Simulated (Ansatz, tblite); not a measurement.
Cost and result up the ladder for Ga(H2S)F3 (GaH2SF3) (7 atoms). Charge 0, multiplicity 1. Geometry: PBE-D4/def2-SVP.

```xyz
7

Ga    0.145   -0.962    0.323
S    -0.864    1.169   -0.636
H    -0.371    1.900    0.407
H     0.257    1.398   -1.382
F    -0.969   -1.273    1.656
F     1.703   -0.229    0.734
F     0.099   -2.002   -1.101
```

Ansatz on 4 threads of Arm Neoverse V2 on a shared host; xTB runs through tblite on one thread. Times are rough, summed over both states, and most runs start from the orbitals of an earlier one. PBE0-D4/def2-TZVP serves as the yardstick here, not as an exact answer. The other state is a doublet.

The xTB rows come from tblite. HOMO above LUMO, or a gap near zero within one spin, warns that the state may not be the lowest or that an electron is smeared out.

Raw xTB energies of ions are shifted by several eV.

| level | functions | wall time | vertical IE (eV) | difference from PBE0-D4/def2-TZVP (eV) | remarks |
| --- | --- | --- | --- | --- | --- |
| GFN2-xTB | 32 | 0.007 s | 16.28 | 4.14 | – |
| GFN1-xTB | 34 | 0.015 s | 16.44 | 4.31 | – |
| PBE0-D4/def2-TZVP | 190 | 8.9 s | 12.13 | 0.00 | – |
| PBE-D4/def2-TZVP | 190 | 9 s | 11.46 | -0.67 | gap within one spin near zero (+1 doublet) |
| r2SCAN-D4/def2-TZVP | 190 | 14 s | 11.74 | -0.39 | – |
